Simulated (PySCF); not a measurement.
## Continuum solvent and chemical shifts

Atoms are numbered as in `[CH:1]#[C:2][C:3]([F:4])([F:5])[C:6]([F:7])([F:8])[F:9]`. Hydrogens are named by the atom that carries them.

GIAO PBE0/pcSseg-1 in PySCF 2.14.0 with density-fitted response routines on one PBE0-D3(BJ)/def2-SVP conformer, non-relativistic, equivalent nuclei averaged. Solvents enter as an IEF-PCM continuum (benzene with ε = 2.3, tetrahydrofuran with ε = 7.4) around the gas-phase geometry. Shifts are referred to TMS, CFCl3 computed in the same medium.

Gas phase, δ in ppm: C6 123.6, C3 107.6, C1 86.9, C2 75.1, F7/F8/F9 -97.0, F4/F5 -119.5, H(C1) 2.79. Dipole moment 2.41 D.

**Question.** How does each δ change in the continuum?

**Answer.** 
```tsv
atoms	environment	Δδ, benzene	Δδ, tetrahydrofuran
C6	CF3 carbon	+0.4	+0.8
C3	propargylic fully substituted sp3 carbon bonded to 2 F	+0.5	+1.0
C1	terminal alkyne carbon	+2.7	+4.9
C2	alkyne carbon	-0.5	-0.8
F7/F8/F9	fluorine of a CF3 group	+0.9	+1.8
F4/F5	fluorine of a CF2 group	+0.5	+1.2
H(C1)	hydrogen on a terminal alkyne carbon	+0.32	+0.59
```

Changes are relative to the gas phase. The dipole moment becomes 2.66 D in benzene, 2.86 D in tetrahydrofuran.

**Question.** Which nuclei move most (in ppm), and what does the model miss?

**Answer.** C1 (terminal alkyne carbon, +4.9 ppm) in tetrahydrofuran. A continuum only polarises the solute; specific hydrogen bonds, the anisotropy of aromatic solvents and changes of geometry or conformer are outside it.
